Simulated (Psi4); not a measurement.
# Which level was it?

CrHClO3: 6 atoms, total charge 0, spin state singlet. As SMILES, `[O]=[Cr](=[O])([OH])[Cl]`. The shape was relaxed beforehand at PBE0/def2-TZVP. This is one conformer, not always the lowest.

| atom | x (Å) | y (Å) | z (Å) |
| --- | --- | --- | --- |
| O | 0.1287 | -1.7905 | -0.3931 |
| Cr | 0.3042 | -0.2988 | -0.0543 |
| O | 1.2208 | -0.1377 | 1.1745 |
| O | -1.2503 | 0.3934 | 0.2623 |
| Cl | 1.2075 | 0.6894 | -1.6981 |
| H | -1.2715 | 1.0923 | 0.9280 |

Orbital energies are those of the mean-field step.

A calculation with Psi4 1.11 gave:

```json
{
  "total energy": "-1730.5915 Eh",
  "dipole moment": "2.26 D",
  "HOMO energy": "-8.01 eV",
  "LUMO energy": "-5.08 eV",
  "HOMO–LUMO gap": "2.93 eV"
}
```

Which of these levels gave the numbers?
A. PBE-D4/def2-TZVPP (density fitting)
B. PBE0-D4/def2-TZVP (density fitting)
C. PBE0-D4/def2-TZVPP (density fitting)
D. MP2/def2-QZVPP (density fitting, density fitting for correlation)

A. The others give -1730.5265 Eh (PBE0-D4/def2-TZVP (density fitting)), -1730.5331 Eh (PBE0-D4/def2-TZVPP (density fitting)), -1729.8950 Eh (MP2/def2-QZVPP (density fitting, density fitting for correlation)).
